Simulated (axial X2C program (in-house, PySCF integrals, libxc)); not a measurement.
# SrF⁺: from the spin-free to the two-component result

All values were computed with an in-house all-electron X2C program for linear molecules (integrals from PySCF). Spin-free means the one-electron spin-free X2C Hamiltonian; two-component (2c) means X2C with spin–orbit coupling and atomic mean-field two-electron Coulomb and Gaunt terms, so the difference of the two also holds small scalar two-electron terms. Basis: Sr dyall-v4z [13s14p9d4f3g], F dyall-v4z [7s6p3d2f1g] (cores contracted in-house); Gaussian nuclei, density fitting, unrestricted open shells. Masses: Sr 87.906 u, F 18.998 u.

Spin-free state: M_S = 0, Λ = 0 (closed shell); fragments Sr+ + F.

```tsv
level	Re (Å)	ωe (cm⁻¹)	De (eV)	μ (D)
PBE0	1.985	593.6	5.777	-7.21
HF	2.016	580.2	3.825	-8.23
MP2	1.999	584.6	6.032	n/a
M06	1.997	579.6	6.087	-7.39
PBEsol	1.978	595.6	6.403	-6.75
```

Correlated methods: 16 electrons correlated (number of frozen shells: Sr 3 s, 2 p, 1 d; F 1 s), 342 virtual spin orbitals or spinors in MP2.

Dipoles are positive if F is the positive end and refer to the centre of mass.

Two-component determinant lowest at the distance of the search:

Ω = 0 (closed shell); fragments Sr+ + F.

```tsv
level	Re (Å)	ωe (cm⁻¹)	De (eV)	μ (D)
PBE0	1.985	593.6	5.778	-7.20
HF	2.016	580.2	3.814	-8.22
MP2	1.999	584.6	6.021	n/a
M06	1.997	579.6	6.087	-7.38
PBEsol	1.978	595.7	6.404	-6.74
```

Problem. From the two tables, how do the constants change at the MP2 level (2c against spin-free)?

Solution. At the MP2 level Re is unchanged within 0.001 Å and ωe is unchanged to within 0.2 cm⁻¹; De changes by -0.011 eV.

The state is a single determinant with fixed occupations, the lowest that a limited PBE0 search found. The closed shell is kept restricted, so the energy runs too high when the bond is stretched far. Dissociation energies refer to the lowest single-determinant-based atoms at the same level and basis. In 2c an atomic determinant is not the ground J level, so De misses part of the atomic spin–orbit lowering. This holds for PBE0, M06, PBEsol. The functionals have no current-density term, which raises determinants with orbital currents, atoms included.
